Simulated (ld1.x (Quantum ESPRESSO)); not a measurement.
**An all-electron radial function and its pseudo partner (Cs)**

Columns: radius, all-electron u(r) and pseudo u(r) of the 5d shell (level -0.45 eV) of caesium in the configuration [Kr] 4d10 5s2 5p6 5d0.5 6s0.5 6p0; PBEsol, scalar-relativistic, PAW scheme, ld1.x (Quantum ESPRESSO) 7.5.

```json
{"r (bohr)": "0.168", "all-electron": "0.0814", "pseudo": "0.0004"}
{"r (bohr)": "0.335", "all-electron": "-0.0082", "pseudo": "0.0032"}
{"r (bohr)": "0.503", "all-electron": "-0.1095", "pseudo": "0.0106"}
{"r (bohr)": "0.670", "all-electron": "-0.1282", "pseudo": "0.0239"}
{"r (bohr)": "0.838", "all-electron": "-0.0875", "pseudo": "0.0441"}
{"r (bohr)": "1.005", "all-electron": "-0.0218", "pseudo": "0.0708"}
{"r (bohr)": "1.172", "all-electron": "0.0486", "pseudo": "0.1031"}
{"r (bohr)": "1.340", "all-electron": "0.1143", "pseudo": "0.1397"}
{"r (bohr)": "1.508", "all-electron": "0.1712", "pseudo": "0.1782"}
{"r (bohr)": "1.675", "all-electron": "0.2183", "pseudo": "0.2162"}
{"r (bohr)": "1.842", "all-electron": "0.2564", "pseudo": "0.2516"}
{"r (bohr)": "2.010", "all-electron": "0.2866", "pseudo": "0.2830"}
{"r (bohr)": "2.178", "all-electron": "0.3100", "pseudo": "0.3089"}
{"r (bohr)": "2.345", "all-electron": "0.3275", "pseudo": "0.3288"}
{"r (bohr)": "2.512", "all-electron": "0.3405", "pseudo": "0.3429"}
{"r (bohr)": "2.680", "all-electron": "0.3497", "pseudo": "0.3522"}
{"r (bohr)": "2.848", "all-electron": "0.3559", "pseudo": "0.3577"}
{"r (bohr)": "3.015", "all-electron": "0.3598", "pseudo": "0.3606"}
{"r (bohr)": "3.182", "all-electron": "0.3619", "pseudo": "0.3621"}
{"r (bohr)": "3.350", "all-electron": "0.3627", "pseudo": "0.3627"}
{"r (bohr)": "3.518", "all-electron": "0.3625", "pseudo": "0.3625"}
{"r (bohr)": "3.685", "all-electron": "0.3615", "pseudo": "0.3615"}
{"r (bohr)": "3.852", "all-electron": "0.3601", "pseudo": "0.3601"}
{"r (bohr)": "4.020", "all-electron": "0.3583", "pseudo": "0.3583"}
{"r (bohr)": "4.188", "all-electron": "0.3563", "pseudo": "0.3563"}
{"r (bohr)": "4.355", "all-electron": "0.3541", "pseudo": "0.3541"}
```

(1) How many radial nodes do the two functions have?

(2) At about which radius was the pseudo-wave matched?

(3) Is the pseudo-wave norm-conserving?

## Answers

(1) The all-electron 5d function has n − l − 1 = 2; the pseudo-wave has 0, since the states of the same l below it are removed with the core.

(2) 3.35 bohr. The columns agree to 0.0005 from 3.18 bohr on; several derivatives are matched, so the curves merge somewhat inside the radius.

(3) No, it belongs to a PAW set: the norm inside the radius is not constrained, and the difference is carried by the augmentation charge.
